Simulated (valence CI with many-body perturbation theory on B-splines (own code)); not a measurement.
# E1 line list for Ce⁵⁰⁺

Method: valence CI with perturbative core correlation (CI+MBPT): six valence electrons over a frozen Dirac-Fock core [He], a basis of 9 s, 9 p, 8 d, 6 f, 3 g, 1 h functions for each j, with the one-electron correlation potential Σ1, the two-electron term Σ2, the three-electron term Σ3, Breit, model QED; selected CI, second order for the rest, scaled by the run's own slope (own B-spline code, finite nucleus).

No measured spectrum was set against this ion. As an estimate, large intervals hold to a few tenths of a per cent, small ones and those within an open d or f shell to about a per cent. Among the levels kept, up to 2400 cm⁻¹ of a level comes from second order outside the variational space, and about a tenth of that is noise between levels of different J, which matters for small intervals.

Lines 151 to 200 of 210 in falling wavelength, among levels below 441.24 Ry, chosen from the strongest by gf and those to the six lowest levels. Wavelengths and rates use the calculated energies. Electric multipoles are in the length gauge with retardation, E1 and E2 with the static RPA response of the core. Weak lines are less certain than strong ones. Lines between different terms over intervals too small for the method are left out, as are lines whose strength nearly cancels. The highest levels of a list are the least certain.

Levels are named by their leading jj configuration (3d3/2^4 stands for four electrons in 3d with j = 3/2), which in mixed levels can hold well under half, so a name can repeat and another be missing. Letters in brackets count levels of one name in rising energy.

```
λ vac (Å)                               Upper                       Lower   A (s⁻¹)  log gf  Branch %
    2.398     (2s^2 2p1/2 2p3/2^2 3s) J=1 [a]    (2s^2 2p1/2 2p3/2^3) J=2  1.21e+13   -1.50      13.2
    2.395  (2s^2 2p1/2 2p3/2^2 3p3/2) J=2 [c]    (2s 2p1/2^2 2p3/2^3) J=2  2.09e+12   -2.05      50.0
    2.394     (2s^2 2p1/2 2p3/2^2 3s) J=2 [a]    (2s^2 2p1/2 2p3/2^3) J=1  9.32e+12   -1.40      48.0
    2.393         (2s 2p1/2^2 2p3/2^2 3s) J=0    (2s 2p1/2^2 2p3/2^3) J=1  3.61e+13   -1.51      96.4
    2.392         (2s^2 2p1/2 2p3/2^2 3s) J=3    (2s^2 2p1/2 2p3/2^3) J=2  1.20e+13   -1.14      60.3
    2.390     (2s^2 2p1/2 2p3/2^2 3s) J=1 [a]    (2s^2 2p1/2 2p3/2^3) J=1  6.18e+13   -0.80      67.5
    2.389     (2s^2 2p1/2 2p3/2^2 3s) J=2 [b]    (2s^2 2p1/2 2p3/2^3) J=2  6.54e+13   -0.55      80.3
    2.387         (2s^2 2p1/2^2 2p3/2 3s) J=2  (2s^2 2p1/2^2 2p3/2^2) J=2  3.43e+13   -0.83     100.0
    2.384         (2s^2 2p1/2^2 2p3/2 3s) J=1  (2s^2 2p1/2^2 2p3/2^2) J=2  5.89e+13   -0.82      70.9
    2.381     (2s^2 2p1/2 2p3/2^2 3s) J=2 [b]    (2s^2 2p1/2 2p3/2^3) J=1  9.54e+12   -1.39      11.7
    2.375     (2s 2p1/2^2 2p3/2^2 3s) J=1 [a]    (2s 2p1/2^2 2p3/2^3) J=2  1.58e+13   -1.40      45.6
    2.374     (2s^2 2p1/2 2p3/2^2 3s) J=1 [b]    (2s^2 2p1/2 2p3/2^3) J=2  3.00e+13   -1.12      60.6
    2.372     (2s 2p1/2^2 2p3/2^2 3s) J=2 [b]    (2s 2p1/2^2 2p3/2^3) J=2  2.80e+12   -1.93      18.1
    2.372     (2s 2p1/2^2 2p3/2^2 3s) J=1 [b]    (2s 2p1/2^2 2p3/2^3) J=2  2.60e+13   -1.18      35.0
    2.368         (2s^2 2p1/2 2p3/2^2 3s) J=0    (2s^2 2p1/2 2p3/2^3) J=1  3.75e+13   -1.50     100.0
    2.366     (2s^2 2p1/2 2p3/2^2 3s) J=1 [b]    (2s^2 2p1/2 2p3/2^3) J=1  6.17e+12   -1.81      12.5
    2.268      (2s^2 2p1/2^2 2p3/2 3d3/2) J=1  (2s^2 2p1/2^2 2p3/2^2) J=0  3.83e+13   -1.05      28.5
    2.266  (2s^2 2p1/2 2p3/2^2 3d3/2) J=1 [a]    (2s^2 2p1/2 2p3/2^3) J=2  1.89e+13   -1.36      25.9
    2.265  (2s^2 2p1/2 2p3/2^2 3d3/2) J=2 [a]    (2s^2 2p1/2 2p3/2^3) J=2  6.21e+12   -1.62       7.8
    2.263  (2s^2 2p1/2 2p3/2^2 3d3/2) J=3 [a]    (2s^2 2p1/2 2p3/2^3) J=2  4.43e+12   -1.62       2.0
    2.258  (2s^2 2p1/2 2p3/2^2 3d3/2) J=1 [a]    (2s^2 2p1/2 2p3/2^3) J=1  1.12e+13   -1.59      15.3
    2.258  (2s^2 2p1/2 2p3/2^2 3d3/2) J=2 [a]    (2s^2 2p1/2 2p3/2^3) J=1  4.14e+12   -1.80       5.2
    2.258      (2s^2 2p1/2 2p3/2^2 3d3/2) J=0    (2s^2 2p1/2 2p3/2^3) J=1  1.01e+14   -1.11      99.9
    2.257      (2s 2p1/2^2 2p3/2^2 3p1/2) J=2    (2s^2 2p1/2 2p3/2^3) J=2  8.31e+11   -2.50       0.4
    2.257      (2s 2p1/2^2 2p3/2^2 3p1/2) J=3    (2s^2 2p1/2 2p3/2^3) J=2  1.31e+12   -2.15       0.4
    2.254      (2s^2 2p1/2^2 2p3/2 3d3/2) J=2  (2s^2 2p1/2^2 2p3/2^2) J=2  3.17e+13   -0.92      98.7
    2.252      (2s^2 2p1/2 2p3/2^2 3d5/2) J=3    (2s^2 2p1/2 2p3/2^3) J=2  1.88e+13   -1.00      99.7
    2.251      (2s^2 2p1/2^2 2p3/2 3d3/2) J=3  (2s^2 2p1/2^2 2p3/2^2) J=2  8.97e+11   -2.32      84.8
    2.251  (2s^2 2p1/2 2p3/2^2 3d3/2) J=2 [b]    (2s^2 2p1/2 2p3/2^3) J=2  4.74e+10   -3.74       0.0
    2.250  (2s^2 2p1/2 2p3/2^2 3d3/2) J=1 [b]    (2s^2 2p1/2 2p3/2^3) J=2  1.33e+13   -1.52       2.3
    2.250      (2s^2 2p1/2^2 2p3/2 3d3/2) J=1  (2s^2 2p1/2^2 2p3/2^2) J=2  9.56e+13   -0.66      71.2
    2.250      (2s 2p1/2^2 2p3/2^2 3p1/2) J=2    (2s^2 2p1/2 2p3/2^3) J=1  1.21e+11   -3.34       0.1
    2.250  (2s^2 2p1/2 2p3/2^2 3d3/2) J=3 [b]    (2s^2 2p1/2 2p3/2^3) J=2  4.37e+11   -2.63       0.2
    2.245      (2s^2 2p1/2 2p3/2^2 3d5/2) J=1    (2s^2 2p1/2 2p3/2^3) J=2  1.20e+14   -0.56      24.3
    2.244      (2s^2 2p1/2^2 2p3/2 3d5/2) J=1  (2s^2 2p1/2^2 2p3/2^2) J=0  4.88e+14    0.04      92.8
    2.244  (2s^2 2p1/2 2p3/2^2 3d3/2) J=2 [b]    (2s^2 2p1/2 2p3/2^3) J=1  3.93e+12   -1.83       1.1
    2.243  (2s^2 2p1/2 2p3/2^2 3d3/2) J=1 [b]    (2s^2 2p1/2 2p3/2^3) J=1  2.94e+12   -2.18       0.5
    2.238      (2s^2 2p1/2 2p3/2^2 3d5/2) J=1    (2s^2 2p1/2 2p3/2^3) J=1  2.58e+14   -0.24      52.2
    2.236      (2s^2 2p1/2^2 2p3/2 3d5/2) J=2  (2s^2 2p1/2^2 2p3/2^2) J=2  3.60e+14    0.13     100.0
    2.231      (2s^2 2p1/2^2 2p3/2 3d5/2) J=3  (2s^2 2p1/2^2 2p3/2^2) J=2  7.91e+14    0.62     100.0
    2.227      (2s^2 2p1/2^2 2p3/2 3d5/2) J=1  (2s^2 2p1/2^2 2p3/2^2) J=2  3.78e+13   -1.07       7.2
    2.211     (2s^2 2p1/2 2p3/2^2 3s) J=1 [a]  (2s^2 2p1/2^2 2p3/2^2) J=0  4.60e+11   -2.99       0.5
    2.198     (2s^2 2p1/2 2p3/2^2 3s) J=2 [a]  (2s^2 2p1/2^2 2p3/2^2) J=2  6.77e+12   -1.61      34.9
    2.195     (2s^2 2p1/2 2p3/2^2 3s) J=1 [a]  (2s^2 2p1/2^2 2p3/2^2) J=2  1.72e+13   -1.43      18.8
    2.191     (2s^2 2p1/2 2p3/2^2 3s) J=1 [b]  (2s^2 2p1/2^2 2p3/2^2) J=0  1.29e+13   -1.55      26.2
    2.189         (2s^2 2p1/2 2p3/2^2 3s) J=3  (2s^2 2p1/2^2 2p3/2^2) J=2  7.90e+12   -1.40      39.7
    2.187     (2s^2 2p1/2 2p3/2^2 3s) J=2 [b]  (2s^2 2p1/2^2 2p3/2^2) J=2  6.51e+12   -1.63       8.0
    2.175     (2s^2 2p1/2 2p3/2^2 3s) J=1 [b]  (2s^2 2p1/2^2 2p3/2^2) J=2  3.52e+11   -3.13       0.7
    2.098  (2s^2 2p1/2 2p3/2^2 3d3/2) J=1 [a]  (2s^2 2p1/2^2 2p3/2^2) J=0  6.31e+12   -1.90       8.6
    2.085  (2s^2 2p1/2 2p3/2^2 3d3/2) J=1 [b]  (2s^2 2p1/2^2 2p3/2^2) J=0  3.49e+12   -2.17       0.6
```

Problem. How does gf follow from A for the line at 2.085 Å?

Solution. gf = 1.4992 × (2J+1)_upper × A / σ², with σ = 47953891 cm⁻¹ and 2J+1 = 3: gf = 0.00683.
